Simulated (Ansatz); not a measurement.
`[Cl][In]([Cl])[Br]`, relaxed with RKS PBE-D4/def2-SVP in Ansatz 0.2.0 from a rough embedded geometry. The force threshold is 0.03 eV/Å; the program also tests the step.

Total charge 0; spin multiplicity 1. In takes the def2 core potential.

Start:

```xyz
4

Cl    0.083   -1.079    1.848
In    0.063   -0.023   -0.513
Cl   -2.098   -0.655   -1.159
Br    1.952    1.757   -0.176
```

**Question.** By how much does the energy fall, and how many steps does the optimiser take? (Estimate.)

**Answer.** The calculation gave: 0.83 eV, in 4 steps.

**Question.** Which bonds change most? (Best estimate.)

**Answer.** Ansatz gave: Cl1–In2 from 2.587 to 2.346 Å; In2–Br4 from 2.617 to 2.476 Å; In2–Cl3 from 2.342 to 2.344 Å.

**Question.** Give the relaxed structure. (Best estimate.)

**Answer.** Ansatz gave: 
```xyz
4

Cl    0.148   -1.266    1.980
In   -0.016   -0.012    0.005
Cl   -1.829   -0.407   -1.426
Br    1.697    1.684   -0.559
```
